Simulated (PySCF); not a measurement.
A calculated (LDA, PySCF 2.14, pcseg-2, no relativity, point nucleus) atom or ion has these occupied shells.

| shell | electrons | orbital energy (eV) | rms radius, mean of both spins (bohr) |
| --- | --- | --- | --- |
| 1s α | 1 | -5327.5 | 0.0777 |
| 1s β | 1 | -5327.5 | 0.0777 |
| 2s α | 1 | -609.89 | 0.339 |
| 2s β | 1 | -608.75 | 0.339 |
| 2p α | 3 | -517.80 | 0.306 |
| 2p β | 3 | -516.91 | 0.306 |
| 3s α | 1 | -86.269 | 1.03 |
| 3s β | 1 | -83.469 | 1.03 |
| 3p α | 3 | -61.317 | 1.11 |
| 3p β | 3 | -58.570 | 1.11 |
| 3d α | 3 | -22.780 | 1.46 |

Task: Name the element and its charge.

Result: V²⁺ (vanadium, charge +2), in [Ar] 3d3, high-spin 4F determinant.
